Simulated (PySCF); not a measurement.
C₆H₁₁F.
Atom-mapped SMILES: `[F:1][CH:2]1[CH2:3][CH2:4][CH2:5][CH2:6][CH2:7]1` (hydrogens: H8 on C2; H9, H10 on C3; H11, H12 on C4; H13, H14 on C5; H15, H16 on C6; H17, H18 on C7)

The same species was optimised twice, with GFN2-xTB and with PBE0-D3(BJ)/def2-SVP (PySCF), and the same property calculations (PySCF, gas phase) were run on both structures.

```csv
coordinate,GFN2-xTB,PBE0-D3(BJ)/def2-SVP,change
C2–C7 (Å),1.525,1.518,-0.007
C2–C3 (Å),1.525,1.519,-0.006
F1–C2 (Å),1.386,1.390,+0.004
C6–C7 (Å),1.527,1.526,-0.001
C3–C4 (Å),1.527,1.526,-0.001
C5–C6 (Å),1.525,1.526,+0.001
C4–C5 (Å),1.525,1.526,+0.001
C4–C5–C6 (°),110.0,111.2,+1.2
C5–C6–C7 (°),110.6,111.4,+0.8
C3–C4–C5 (°),110.6,111.4,+0.8
F1–C2–C7 (°),109.1,108.4,-0.7
F1–C2–C3 (°),109.1,108.4,-0.7
C2–C3–C4 (°),110.9,111.5,+0.6
C2–C7–C6 (°),110.9,111.5,+0.6
C3–C2–C7 (°),111.9,112.2,+0.3
```

Rotational constants: A = 3609, B = 2652, C = 2002 MHz (GFN2-xTB) against A = 3575, B = 2664, C = 2007 MHz (PBE0-D3(BJ)/def2-SVP). Point groups within 0.08 Å: Cs and Cs.

On the GFN2-xTB structure: HOMO (eV) -8.44 [PBE0/pcSseg-1]; LUMO (eV) 1.33 [PBE0/pcSseg-1]; dipole (D) 1.72 [PBE0/pcSseg-1]; GIAO shielding of F1 (ppm) 390.0 [PBE0/pcSseg-1]; GIAO shielding of C2 (ppm) 96.7 [PBE0/pcSseg-1]; GIAO shielding of C3/C7 (mean) (ppm) 151.6 [PBE0/pcSseg-1]; GIAO shielding of C4/C6 (mean) (ppm) 162.7 [PBE0/pcSseg-1]; GIAO shielding of C5 (ppm) 157.0 [PBE0/pcSseg-1].

What do these properties become on the PBE0-D3(BJ)/def2-SVP structure?

| property | level | on GFN2-xTB | on PBE0-D3(BJ)/def2-SVP | change |
| --- | --- | --- | --- | --- |
| HOMO (eV) | PBE0/pcSseg-1 | -8.44 | -8.50 | -0.06 |
| LUMO (eV) | PBE0/pcSseg-1 | 1.33 | 1.27 | -0.06 |
| dipole (D) | PBE0/pcSseg-1 | 1.72 | 1.71 | -0.01 |
| energy, GFN2-xTB geometry as zero (kcal/mol) | PBE0/pcSseg-1 | 0.0 | -0.6 | -0.6 |
| GIAO shielding of F1 (ppm) | PBE0/pcSseg-1 | 390.0 | 387.9 | -2.1 |
| GIAO shielding of C2 (ppm) | PBE0/pcSseg-1 | 96.7 | 96.3 | -0.4 |
| GIAO shielding of C3/C7 (mean) (ppm) | PBE0/pcSseg-1 | 151.6 | 151.0 | -0.6 |
| GIAO shielding of C4/C6 (mean) (ppm) | PBE0/pcSseg-1 | 162.7 | 162.0 | -0.7 |
| GIAO shielding of C5 (ppm) | PBE0/pcSseg-1 | 157.0 | 156.3 | -0.7 |

The heavy atoms differ by 0.018 Å rms after alignment. Among bonds between heavy atoms C2–C3 and C2–C7 change most and about equally (-0.007 to -0.006 Å). Changes are differences of the printed values. Neither structure is proved a minimum here.
